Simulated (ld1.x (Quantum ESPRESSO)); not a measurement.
## Sc, TM: configuration errors across variants

* Element: Sc (Z = 21)
* Generator: ld1.x (Quantum ESPRESSO) 7.5
* Type: norm-conserving Troullier–Martins (Kleinman–Bylander form)
* Functional: PBE
* Relativity: scalar-relativistic
* Frozen core: [Ne] 3s2
* Valence charge: 9
* Reference configuration: 3p6 3d1 4s1 4p1
* Partial waves: 4s (bound): rc 3.40 bohr; 3d (bound): rc 2.70 bohr; 3p (bound): rc 1.15 bohr
* Local potential: the p channel
* Core correction: none

Occupied shells without a wave of their own: 4p. They enter only through the test configuration that unscreens the potential.

All-electron excitation energies from the reference (eV): (1) 3p6 3d1 4s2 4p0 -2.779; (2) 3p6 3d1 4s1 4p0 4.117; (3) 3p6 3d1 4s0 4p0 16.886; (4) 3p6 3d1.5 4s1.5 4p0 -2.100; (5) 3p6 3d2 4s1 4p0 -1.111; (6) 3p6 3d1 4s0 4p2 2.895; (7) 3p6 3d0 4s2 4p1 0.685.

A true bound ghost makes a file unfit for plane-wave use even where its test errors are small: the radial tests pick states by their node count and pass the ghost by.

Errors AE − PS in meV (a dash: test not solved or not reliable):

| change | (1) | (2) | (3) | (4) | (5) | (6) | (7) | bound ghosts |
| --- | --- | --- | --- | --- | --- | --- | --- | --- |
| base | -6.0 | -6.9 | +3.2 | +16 | +44 | +2.5 | +176 | s |
| wave 4s (bound): rc 3.40 bohr becomes 4s (bound): rc 2.28 bohr | -4.1 | -7.2 | +7.1 | +15 | +42 | +4.8 | +176 | s |
| wave 4s (bound): rc 3.40 bohr becomes 4s (bound): rc 3.12 bohr | -4.9 | -6.9 | +6.7 | +18 | +42 | +3.9 | +160 | s |
| wave 4s (bound): rc 3.40 bohr becomes 4s (bound): rc 3.70 bohr | -7.8 | -7.0 | -3.5 | +14 | +46 | 0.0 | +193 | s |
| wave 4s (bound): rc 3.40 bohr becomes 4s (bound): rc 4.22 bohr | -14 | -6.5 | -27 | +8.0 | +50 | -7.7 | +233 | s |
| wave 4s (bound): rc 3.40 bohr becomes 4s (bound): rc 4.72 bohr | -23 | -4.2 | -69 | -0.2 | +57 | -20 | +285 | s |
| wave 4s (bound): rc 3.40 bohr becomes 4s (bound): rc 5.12 bohr | -30 | -1.5 | -103 | -5.9 | +61 | -28 | +320 | s |

**Question.** Give the same row for: wave 4s (bound): rc 3.40 bohr becomes 4s (bound): rc 2.82 bohr.

**Answer.** -4.8, -6.9, +7.2, –, +41, +4.1, +154; bound ghosts: s.
